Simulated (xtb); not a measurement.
Be(OH)(NH2) (BeH3NO), SMILES [NH2][Be][OH]. All values are semi-empirical tight-binding results from xtb (GFN2-xTB unless named), good for trends rather than for accurate numbers. The structure is a stationary point at GFN2-xTB. The values are those of a single conformer.

Optimised geometry:

Bond lengths (Å): Be1–O2 1.381, Be1–N4 1.522, O2–H3 0.940, N4–H5 1.005, N4–H6 1.005. Bond angles (°): O2–Be1–N4 179.4, Be1–O2–H3 179.6, Be1–N4–H5 126.7, Be1–N4–H6 126.9, H5–N4–H6 106.3.
Charge 0, spin multiplicity 1.

For metal compounds this method's bond lengths and energies can be far off.

### Question
Estimate the properties. (An estimate is asked for; the answer gives what the named calculation found.)

### Answer

```
Item                                           Value
-------------------------------------  -------------
point group as xtb finds it                      C2v
orbital gap                                  6.97 eV
zero-point energy                      24.2 kcal/mol
G − E(el) at 298.15 K (modified RRHO)   9.0 kcal/mol
```

Computed IR lines (harmonic; lines under 4 % of the strongest left out, lines within 3 cm⁻¹ merged):
ν (cm⁻¹): 248 (w), 369 (w), 438 (s), 460 (m), 544 (s), 1439 (vs), 1589 (m), 3528 (w), 3896 (w) (against the strongest line: vs over 80 %, s over 45 %, m over 15 %, w over 4 %, vw less)

### Question
Give the atomic charges and the Wiberg bond orders between heavy atoms. (An estimate is asked for; the answer gives what the named calculation found.)

### Answer
charges (e) Be1 0.62, O2 -0.63, H3 0.29, N4 -0.55, H5 0.14, H6 0.14. Bond orders Be1–O2 1.11, Be1–N4 1.09.
